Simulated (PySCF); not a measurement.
MnCl₂, SMILES [Cl][Mn][Cl] (connectivity only; charge and spin as stated), neutral, multiplicity 6.

Geometry: ωB97X-D3(BJ)/def2-TZVP. The multiplicity is an assumed one; other spin states were not compared. The isomer is the one that the SMILES or the coordinates give; other isomers of the formula were not compared.

Two levels are set side by side: PBE/def2-TZVPD (PySCF) and r2SCAN/def2-TZVPD (PySCF). Same geometry, gas phase. Differences are taken from unrounded values.

```tsv
quantity	r2SCAN	PBE	PBE minus r2SCAN
α-spin orbital gap (eV)	5.59	4.99	-0.61
β-spin orbital gap (eV)	4.43	3.33	-1.10
mean polarisability (bohr³)	58.1	62.3	4.3
```

Rough cost on one machine, each run with all the roots and properties that it gave: r2SCAN against PBE about 4 times.
